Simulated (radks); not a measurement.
Q: Successive ionisation energies (eV) of one element, from differences of total energies of ions in their ground configurations, starting at charge 0: 7.640, 15.469, 80.513, 109.74, 141.08, 187.46, 226.24, 266.43, 325.86, 368.95, 1762.1, 1962.1. Calculated with a radial shooting solver on a logarithmic mesh with Libxc functionals: scalar-relativistic Kohn-Sham, BLYP, spin-polarised, spherical densities, finite nucleus; open shells are filled with parallel spins first; Fermi nuclear charge, rms radius 3.057 fm. Which element is it?

A: Magnesium (Z = 12). The first species listed is Mg in [Ne] 3s2, the last Mg11+ in 1s1.
